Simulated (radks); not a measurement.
These are the eigenvalues of the occupied orbitals of an atom or ion with whole-number occupations (eV). Method: non-relativistic Kohn-Sham, TPSS, spin-polarised, spherical densities, point nucleus; meta-GGA in the generalised Kohn-Sham scheme; computed with a radial shooting solver on a logarithmic mesh with Libxc functionals.

orbital  eigenvalue
1s up     -24156.83
1s down   -24154.85
2s up     -4857.194
2s down   -4855.762
2p up     -4643.589
2p down   -4641.412
3s up     -1921.784
3s down   -1912.305
3p up     -1846.228

Which element is it, and in what charge state? The configuration may be excited. Open shells, if any, are filled with parallel spins first.

Answer. Z = 45, rhodium, charge +32: Rh32+ in [Ne] 3s2 3p1. The list shows which subshells hold electrons but not how many an open one holds; the 1s level, -887.75 hartree, gives Z - s = 42.1 by -(Z - s)^2/2, which with screening narrows Z to a few neighbours, and the depths of the outer levels then fix element, charge and occupations together.
